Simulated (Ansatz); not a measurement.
Sn3 (the lowest singlet isomer of a short search), 3 atoms. Hardware: 4 threads of Arm Neoverse V1 on a shared host.

In the def2 sets Sn takes a core potential; there is no spin–orbit coupling. Correlated methods freeze 12 core orbitals; core or outer-core shells of Sn are correlated, in sets that lack core-valence functions.

How many basis functions does each of these Ansatz runs have, and roughly what does it cost? r2SCAN-D4/def2-TZVP, charge 1 doublet at the geometry of the charge 0 singlet, energy, from earlier orbitals; BHLYP-D4/def2-TZVP, charge 0 triplet, energy, from earlier orbitals; HF/def2-TZVP, charge 0 quintet, energy, from earlier orbitals; PBE0-D4/def2-SVP, charge 0 quintet, energy with a search over starts; ωB97X-V/def2-TZVP, charge 0 singlet, energy, from earlier orbitals; RPA@PBE/def2-TZVP, charge 0 triplet, energy, from earlier orbitals; PBE0-D4/def2-TZVPD, charge -1 doublet at the geometry of the charge 0 singlet, energy, from earlier orbitals; MP2/def2-TZVP, charge 0 quintet, energy, from earlier orbitals; PBE0-D4/def2-SVP, charge 0 unrestricted singlet, energy with a search over starts; BHLYP-D4/def2-TZVP, charge 0 singlet, energy, from earlier orbitals; HF/STO-3G, charge 0 triplet, energy; LC-ωPBE/def2-TZVP, charge 0 triplet, energy, from earlier orbitals.

Other jobs shared the machine, so times can vary by a factor of up to 3. A dash marks memory too small to be measured apart from the calling script's.

| run | functions | fitting or Cholesky vectors | wall time | peak host memory (GiB) |
| --- | --- | --- | --- | --- |
| BHLYP-D4/def2-TZVP, charge 0 singlet, energy, from earlier orbitals | 150 | 1452 | 2.2 s | – |
| PBE0-D4/def2-SVP, charge 0 unrestricted singlet, energy with a search over starts | 78 | 1026 | 4.9 s | – |
| BHLYP-D4/def2-TZVP, charge 0 triplet, energy, from earlier orbitals | 150 | 1452 | 5 s | 0.55 |
| RPA@PBE/def2-TZVP, charge 0 triplet, energy, from earlier orbitals | 150 | 1446 | 6 s | – |
| ωB97X-V/def2-TZVP, charge 0 singlet, energy, from earlier orbitals | 150 | 1296 | 6 s | – |
| PBE0-D4/def2-TZVPD, charge -1 doublet at the geometry of the charge 0 singlet, energy, from earlier orbitals | 168 | 1464 | 6.5 s | 0.62 |
| HF/def2-TZVP, charge 0 quintet, energy, from earlier orbitals | 150 | 1446 | 7 s | – |
| MP2/def2-TZVP, charge 0 quintet, energy, from earlier orbitals | 150 | 1446 | 8 s | – |
| PBE0-D4/def2-SVP, charge 0 quintet, energy with a search over starts | 78 | 1026 | 8 s | – |
| LC-ωPBE/def2-TZVP, charge 0 triplet, energy, from earlier orbitals | 150 | 1164 | 8.5 s | – |
| r2SCAN-D4/def2-TZVP, charge 1 doublet at the geometry of the charge 0 singlet, energy, from earlier orbitals | 150 | 1164 | 16 s | – |
| HF/STO-3G, charge 0 triplet, energy | 81 | 1079 | 21 s | – |
